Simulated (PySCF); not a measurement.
## Continuum solvent and chemical shifts

Bonds (- single, = double, # triple, : aromatic): O1-C2, C2:C3, C3:C4, C4:C5, C5-O6, C5:C7, C7:C8, C8:C2. O1 carries H9; C3 carries H10; C4 carries H11; O6 carries H12; C7 carries H13; C8 carries H14.

GIAO PBE0/pcSseg-1 in PySCF 2.14 on one PBE0-D3(BJ)/def2-SVP conformer, non-relativistic, equivalent nuclei averaged. Solvents enter as an IEF-PCM continuum (chloroform with ε = 4.7, acetonitrile with ε = 35.7) around the gas-phase geometry. Shifts are referred to TMS computed in the same medium.

In chloroform, δ in ppm: C2/C5 155.8, C3/C4/C7/C8 119.9, H10/H11/H13/H14 6.83, H9/H12 4.22. Dipole moment 0.00 D.

Q: How does each δ change in the more polar medium?

A: 
```tsv
atoms	environment	Δδ, acetonitrile
C2/C5	aromatic carbon bearing oxygen	+0.3
C3/C4/C7/C8	aromatic CH	+0.4
H10/H11/H13/H14	hydrogen on an aromatic CH	+0.09
H9/H12	hydrogen on a phenol-type oxygen	+0.32
```

Changes are relative to chloroform.

Q: Which nuclei move most (in ppm), and what does the model miss?

A: C3/C4/C7/C8 (aromatic CH, +0.4 ppm) in acetonitrile. A continuum only polarises the solute; specific hydrogen bonds, the anisotropy of aromatic solvents and changes of geometry or conformer are outside it.
